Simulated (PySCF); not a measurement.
Vertical excitations of a molecule CH8OSi2 from TDA-PBE0/def2-SVPD run with PySCF, as energy in eV (oscillator strength): 6.31 (0.003), 7.01 (0.033), 7.46 (0.036), 7.54 (0.008), 7.69 (0.121), 7.84 (0.005), 7.89 (0.007), 8.11 (0.029), 8.19 (0.007), 8.25 (0.016). Lowest triplet (TDA): 5.98 eV. Geometry: B3LYP-D3(BJ)/def2-SVP. Other conformers were not sampled.

Task: Identify the compound among the candidates.
(A) OC[SiH2][SiH3]
(B) [SiH3]CO[SiH3]
(C) C[SiH2][SiH2]O
(D) CO[SiH2][SiH3]

Result: B, [SiH3]CO[SiH3]
